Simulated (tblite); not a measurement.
Species: C6H13BN2.
Atom-mapped SMILES: `[CH:1]#[C:2][C@@H:3]([CH3:4])[C@H:5]([CH3:6])[B:7]([NH2:8])[NH2:9]` (hydrogens: H10 on C1; H11 on C3; H12, H13, H14 on C4; H15 on C5; H16, H17, H18 on C6; H19, H20 on N8; H21, H22 on N9)

Computed with GFN2-xTB (tblite), gas phase: L-BFGS steps from a force-field or distance-geometry start until the largest atomic force falls under 0.01 eV/Å.

Step 26: E = -721.0940 eV
```
atom  x, y, z in Å  |  force x, y, z in eV/Å
C1      2.1666    0.9268    1.6500   -0.143  -0.091  -0.077
C2      1.7267    0.3890    0.6756    0.311   0.318   0.458
C3      1.2443   -0.3174   -0.4733    0.315  -0.558   0.313
C4      1.2745   -1.8188   -0.1553   -0.039  -0.319  -0.184
C5     -0.1692    0.1507   -0.8380    0.310   0.441  -0.223
C6     -0.1390    1.6638   -1.1054    0.049   0.697  -0.068
B7     -1.3771   -0.0676    0.2044    0.326  -0.403  -0.073
N8     -2.4476   -0.9570   -0.1237   -0.486   0.080  -0.044
N9     -1.3830    0.6474    1.4101    0.546  -0.114   0.273
H10     2.4929    1.3909    2.5228    0.161   0.193   0.249
H11     1.9693   -0.1773   -1.2992   -0.370   0.232   0.089
H12     0.6269   -2.1311    0.6561   -0.383   0.343   0.040
H13     0.9569   -2.3167   -1.0642    0.011  -0.386  -0.030
H14     2.2590   -2.1787    0.1373    0.200   0.211  -0.269
H15    -0.3772   -0.3292   -1.7927   -0.302  -0.147  -0.162
H16    -1.0927    2.0683   -1.4114   -0.520  -0.312  -0.237
H17     0.5603    1.9594   -1.8856    0.233  -0.269  -0.058
H18     0.0982    2.2620   -0.2275    0.289  -0.341   0.226
H19    -2.2811   -1.8830   -0.4690    0.132   0.160  -0.455
H20    -3.4115   -0.6910   -0.2339    0.079  -0.067   0.396
H21    -2.2462    0.6244    1.9501    0.862   0.087   0.247
H22    -0.4615    0.8043    1.8721   -1.583   0.245  -0.411
```

Step 27: E = -721.0659 eV
```
atom  x, y, z in Å  |  force x, y, z in eV/Å
C1      2.1623    0.9253    1.6614   -0.290  -0.329  -0.523
C2      1.7166    0.3788    0.6915    0.483   0.534   0.730
C3      1.2459   -0.3146   -0.4660    0.049  -0.581   0.133
C4      1.2741   -1.8116   -0.1737   -0.103  -0.211  -0.368
C5     -0.1507    0.1400   -0.8582   -0.386   0.567   0.278
C6     -0.1368    1.6557   -1.1152   -0.024   0.519  -0.054
B7     -1.3666   -0.0697    0.1927    0.167  -0.334   0.388
N8     -2.4559   -0.9593   -0.1080    1.274  -0.256   0.140
N9     -1.3651    0.6261    1.4251   -2.691  -0.615  -1.492
H10     2.5091    1.3945    2.5167    0.203   0.277   0.447
H11     1.9325   -0.1465   -1.2946    0.201   0.246  -0.193
H12     0.6263   -2.0958    0.6254   -0.658   0.113   0.606
H13     0.9258   -2.3346   -1.0563    0.174  -0.244  -0.184
H14     2.2525   -2.1503    0.1223    0.490  -0.058  -0.215
H15    -0.3651   -0.3524   -1.8067   -0.213  -0.052  -0.120
H16    -1.1088    2.0375   -1.4032   -0.259  -0.235  -0.337
H17     0.5843    1.9454   -1.8662    0.161  -0.152  -0.474
H18     0.1187    2.2660   -0.2567    0.172  -0.360   0.523
H19    -2.2557   -1.8792   -0.4610   -0.049   0.254  -0.438
H20    -3.3767   -0.6765   -0.2498   -1.358   0.256   0.114
H21    -2.2259    0.6753    1.9723    0.663  -0.162  -0.118
H22    -0.5513    0.7653    1.9073    1.993   0.823   1.156
```

Step 28: E = -721.2473 eV
```
atom  x, y, z in Å  |  force x, y, z in eV/Å
C1      2.1649    0.9290    1.6633   -0.148  -0.137  -0.171
C2      1.7329    0.3843    0.6887    0.271   0.242   0.412
C3      1.2527   -0.3265   -0.4607   -0.053  -0.273   0.032
C4      1.2779   -1.8236   -0.1678   -0.147  -0.193  -0.054
C5     -0.1502    0.1505   -0.8537   -0.251   0.369   0.176
C6     -0.1386    1.6698   -1.1114   -0.018   0.241  -0.088
B7     -1.3691   -0.0738    0.1901    0.069  -0.378   0.156
N8     -2.4542   -0.9581   -0.1250    0.147   0.123  -0.042
N9     -1.3905    0.6213    1.4097    0.201  -0.037   0.063
H10     2.5011    1.3998    2.5276    0.155   0.207   0.279
H11     1.9433   -0.1709   -1.2943    0.089   0.258  -0.112
H12     0.6223   -2.1139    0.6349   -0.460   0.183   0.339
H13     0.9445   -2.3410   -1.0556    0.090  -0.296  -0.226
H14     2.2598   -2.1621    0.1298    0.367  -0.005  -0.204
H15    -0.3801   -0.3383   -1.8047   -0.098  -0.022  -0.035
H16    -1.1120    2.0456   -1.4059   -0.223  -0.244  -0.270
H17     0.5779    1.9536   -1.8694    0.186  -0.109  -0.383
H18     0.1123    2.2636   -0.2441    0.206  -0.223   0.497
H19    -2.2655   -1.8713   -0.4921   -0.055   0.145  -0.472
H20    -3.4097   -0.6808   -0.2125   -0.177  -0.098   0.308
H21    -2.2266    0.6303    1.9860    0.589  -0.055   0.001
H22    -0.5035    0.8317    1.8664   -0.738   0.304  -0.204
```

Step 29: E = -721.3117 eV
```
atom  x, y, z in Å  |  force x, y, z in eV/Å
C1      2.1652    0.9308    1.6672   -0.064  -0.033   0.019
C2      1.7406    0.3857    0.6909    0.153   0.046   0.208
C3      1.2560   -0.3351   -0.4561   -0.117  -0.021  -0.041
C4      1.2776   -1.8334   -0.1666   -0.136  -0.129   0.057
C5     -0.1473    0.1591   -0.8527   -0.255   0.136   0.119
C6     -0.1394    1.6802   -1.1123    0.033   0.062  -0.018
B7     -1.3665   -0.0809    0.1883    0.013  -0.251   0.165
N8     -2.4530   -0.9567   -0.1326   -0.333   0.187  -0.117
N9     -1.3960    0.6166    1.4043    0.501   0.089   0.290
H10     2.5006    1.4049    2.5337    0.116   0.158   0.172
H11     1.9429   -0.1756   -1.2942    0.084   0.223  -0.064
H12     0.6147   -2.1162    0.6398   -0.300   0.171   0.186
H13     0.9509   -2.3514   -1.0579    0.075  -0.263  -0.164
H14     2.2673   -2.1633    0.1284    0.212  -0.012  -0.183
H15    -0.3860   -0.3348   -1.8041   -0.017   0.052   0.053
H16    -1.1201    2.0407   -1.4101   -0.090  -0.200  -0.207
H17     0.5805    1.9538   -1.8737    0.115  -0.056  -0.301
H18     0.1150    2.2621   -0.2345    0.142  -0.199   0.326
H19    -2.2667   -1.8644   -0.5157   -0.103   0.169  -0.456
H20    -3.4253   -0.6818   -0.1910    0.388  -0.261   0.346
H21    -2.2186    0.6128    2.0004    0.578  -0.040  -0.070
H22    -0.5028    0.8662    1.8478   -0.995   0.173  -0.320
```

**Question.** Estimate the geometry and energy of step 30. (The exact step hangs on the optimiser's Hessian estimate; all steps are aligned on step 29, rigid shifts and turns removed.)

**Answer.** E = -721.4036 eV, largest force 1.217 eV/Å
```
atom  x, y, z in Å  |  force x, y, z in eV/Å
C1      2.1650    0.9348    1.6801    0.075   0.136   0.309
C2      1.7566    0.3859    0.7003   -0.090  -0.286  -0.169
C3      1.2590   -0.3473   -0.4479   -0.157   0.344  -0.149
C4      1.2751   -1.8513   -0.1669   -0.069   0.061   0.158
C5     -0.1458    0.1724   -0.8527   -0.196  -0.263   0.077
C6     -0.1398    1.6957   -1.1160    0.118  -0.219   0.092
B7     -1.3610   -0.0985    0.1875   -0.141  -0.058   0.042
N8     -2.4575   -0.9520   -0.1442   -0.382  -0.032  -0.233
N9     -1.4051    0.6031    1.3927    0.935   0.401   0.668
H10     2.5054    1.4189    2.5481    0.022   0.030  -0.068
H11     1.9385   -0.1744   -1.2944    0.073   0.141   0.049
H12     0.5951   -2.1096    0.6450    0.005   0.086  -0.040
H13     0.9588   -2.3794   -1.0622    0.073  -0.113   0.007
H14     2.2825   -2.1611    0.1195   -0.132  -0.045  -0.119
H15    -0.3959   -0.3300   -1.8052    0.112   0.164   0.195
H16    -1.1372    2.0229   -1.4194    0.229  -0.077  -0.081
H17     0.5912    1.9516   -1.8825   -0.105   0.009  -0.101
H18     0.1261    2.2539   -0.2172   -0.021  -0.164  -0.029
H19    -2.2678   -1.8467   -0.5673   -0.247   0.340  -0.350
H20    -3.4407   -0.6863   -0.1466    0.684  -0.354   0.313
H21    -2.1910    0.5881    2.0282    0.273  -0.075  -0.107
H22    -0.5219    0.9285    1.8204   -1.061  -0.025  -0.465
```

The energy changes by -0.0919 eV. The first-order estimate −F·Δx gives -0.1458 eV and the mean of the old and new forces, exact on a quadratic surface, -0.0916 eV. The step makes an angle of 56° with the force vector and moves no atom by more than 0.071 Å.

The cost below is that of the whole relaxation. Hardware: an Arm Neoverse N1 with one thread, shared host with 64 logical CPUs at a one-minute load of 60. Cost: 1.2 s.
